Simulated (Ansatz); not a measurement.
Geometry optimisation, RHF/STO-3G in Ansatz.

Input file:

```yaml
crystal:
  periodic: [false, false, false]
  atoms:
    - { symbol: S, position_ang: [1.0397, -1.7909, 1.1952] }
    - { symbol: B, position_ang: [1.183, -0.7374, -0.395] }
    - { symbol: Cl, position_ang: [2.4474, -1.2063, -1.632] }
    - { symbol: B, position_ang: [0.2836, 0.5837, -0.7097] }
    - { symbol: Al, position_ang: [-1.2834, 1.1706, 0.5744] }
    - { symbol: Cl, position_ang: [-2.5405, 2.9424, 0.0891] }
    - { symbol: H, position_ang: [0.25737, -1.1174, 0.21139] }
    - { symbol: H, position_ang: [0.4025, 1.199, -1.7129] }
    - { symbol: H, position_ang: [-1.5278, 0.3955, 1.9945] }
basis:
  gaussian: { orbitals: STO-3G }
hamiltonian:
  xc: hf
relax:
  f_tol: 0.02
  max_steps: 50
```

Command:

```bash
$ ansatz run input.yaml --threads 1 --pin off --max-ram 2048MiB --backend cpu --events-out ev --progress --plain --runs-dir out
```

Problem. Where does it end, and by what steps?

Solution. The forces met the threshold. Limits of this set-up: minimal basis. After 30 steps the energy has fallen by 5.348 eV; Cl3 moved furthest, 1.78 Å. Parted: B2–H7.

| step | energy less start (eV) | largest force component (eV/Å) | accepted |
| --- | --- | --- | --- |
| 0 | 0.0000 | 5.712 | yes |
| 2 | -2.7178 | 1.841 | yes |
| 4 | -3.6440 | 1.401 | yes |
| 6 | -4.1577 | 0.966 | yes |
| 8 | -4.6296 | 2.024 | yes |
| 10 | -4.8966 | 0.480 | yes |
| 12 | -5.0304 | 1.100 | yes |
| 14 | -5.1768 | 0.526 | yes |
| 16 | -5.2518 | 0.543 | yes |
| 18 | -5.2843 | 0.424 | yes |
| 20 | -5.3134 | 0.454 | yes |
| 22 | -5.3345 | 0.391 | yes |
| 24 | -5.3449 | 0.171 | yes |
| 26 | -5.3477 | 0.045 | yes |
| 28 | -5.3482 | 0.033 | yes |
| 30 | -5.3483 | 0.011 | yes |

```xyz
9
Properties=species:S:1:pos:R:3
S 1.396 -2.159 0.232
B 1.188 -0.547 -0.440
Cl 2.686 0.369 -0.848
B -0.246 0.226 -0.707
Al -1.166 1.444 0.612
Cl -0.890 3.497 0.399
H 0.103 -2.447 0.369
H -0.770 0.025 -1.726
H -2.039 1.031 1.723
```

Whether the end is a true minimum wasn't checked by a vibrational analysis.

Time of the run: 40 s on 1 thread of Arm Neoverse V2, on a shared host, peak memory 0.13 GiB.
